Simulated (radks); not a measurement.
Effect of the nuclear size on neutral terbium, [Xe] 4f9 6s2. Method: Dirac Kohn-Sham, relativistic LDA (MacDonald-Vosko exchange, VWN5 correlation), spin-unpolarised, spherical densities, finite nucleus; open shells fill j = l - 1/2 first; Fermi nuclear charge, rms radius 5.06 fm; computed with a radial shooting solver on a logarithmic mesh with Libxc functionals. The rms radius is varied about that value; shifts are against it.

rms radius (fm)  total energy shift (eV)  density at nucleus (e/bohr^3)  1s1/2 shift (meV)  2s1/2 shift (meV)  5s1/2 shift (meV)  5p1/2 shift (meV)  6s1/2 shift (meV)  4f7/2 shift (meV)  6p1/2 (empty) shift (meV)
4.0834                             -7.82                       7.17e+05              -3200               -416              -3.12              0.384             -0.131              0.620                      0.121
4.8374                             -1.89                      6.857e+05               -773               -101             -0.755              0.093             -0.032              0.150                      0.029
5.06                                   0                      6.776e+05              0.000              0.000              0.000              0.000              0.000              0.000                      0.000
5.3181                              2.27                      6.688e+05                929                121              0.906             -0.111              0.038             -0.180                     -0.035
5.9151                              7.84                      6.504e+05               3210                417               3.13             -0.385              0.132             -0.621                     -0.121

Slopes of the eigenvalues against <r^2> in GHz/fm^2, as finite differences over the two radii next to the reference (eigenvalue slopes, not the field-shift constants of lines): 1s1/2 84300, 2s1/2 11000, 5s1/2 82.3, 5p1/2 -10.1, 6s1/2 3.46, 4f7/2 -16.3, 6p1/2 (empty) -3.18.
